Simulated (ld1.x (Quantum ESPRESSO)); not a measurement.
# Reading a pseudo-wave (Tc)

Columns: radius, all-electron u(r) and pseudo u(r) of the 4d shell (level -4.47 eV) of technetium in the configuration [Ar] 3d10 4s2 4p6 4d6 5s1 5p0; PBE, scalar-relativistic, TM scheme, ld1.x (Quantum ESPRESSO) 7.5.

```tsv
r (bohr)	all-electron	pseudo
0.100	0.1418	-0.0024
0.200	0.3387	-0.0187
0.300	0.3471	-0.0593
0.400	0.2085	-0.1286
0.500	0.0088	-0.2237
0.600	-0.1949	-0.3354
0.700	-0.3742	-0.4510
0.800	-0.5187	-0.5576
0.900	-0.6267	-0.6456
1.000	-0.7011	-0.7104
1.100	-0.7471	-0.7517
1.200	-0.7703	-0.7725
1.300	-0.7763	-0.7771
1.400	-0.7694	-0.7696
1.500	-0.7534	-0.7534
1.600	-0.7310	-0.7310
1.700	-0.7046	-0.7046
1.800	-0.6757	-0.6757
1.900	-0.6454	-0.6454
2.000	-0.6147	-0.6147
2.100	-0.5841	-0.5841
2.200	-0.5540	-0.5540
2.300	-0.5248	-0.5248
2.400	-0.4966	-0.4966
2.500	-0.4696	-0.4696
2.600	-0.4437	-0.4437
```

Task: How many radial nodes do the two functions have?

Result: The all-electron 4d function has n − l − 1 = 1; the pseudo-wave has 0, since the states of the same l below it are removed with the core.

Task: At about which radius was the pseudo-wave matched?

Result: 1.65 bohr. The columns agree to 0.0005 from 1.40 bohr on; several derivatives are matched, so the curves merge somewhat inside the radius.

Task: Is the pseudo-wave norm-conserving?

Result: Yes: the TM scheme keeps the norm inside the radius equal to the all-electron one, which fixes the energy derivative of the logarithmic derivative at the level.
